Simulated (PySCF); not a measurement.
Mo(NH)(S)(Me)(SH) (CH5MoNS2), SMILES [CH3][Mo](=[NH])(=[S])[SH], multiplicity 1. Geometry optimised at B3LYP-D3(BJ)/def2-SVP. The multiplicity is an assumed one; no other spin state was optimised. The structure was generated by enumeration; whether it is a known compound was not checked. The def2 effective core potentials stand for the cores of Mo; spin–orbit coupling is left out. One conformer was computed; it need not be the lowest.

Level of theory: PySCF with B3LYP-D3(BJ)/def2-SVP.

Harmonic wavenumbers (cm⁻¹): 118, 144, 168, 181, 213, 233, 307, 389, 531, 547, 564, 602, 614, 654, 713, 999, 1184, 1397, 1405, 2665, 3018, 3122, 3136, 3556. Rotational constants (GHz): 2.402, 1.646, 1.379; symmetry number 1.

Problem. Work out the zero-point energy and the ideal-gas rigid-rotor harmonic-oscillator thermochemistry at 298.15 K and 1 atm.

Solution. ZPE = ½ Σ hcν = ½ × 26460 cm⁻¹ = 37.83 kcal/mol. H − E(el) = 43.67 kcal/mol. Entropy in cal/(mol K): translation 41.65, rotation 28.47, vibration 20.27, total 90.39. G − E(el) = 16.72 kcal/mol. Cp = 30.30 cal/(mol K). Modes under 150 cm⁻¹ make the vibrational entropy uncertain.
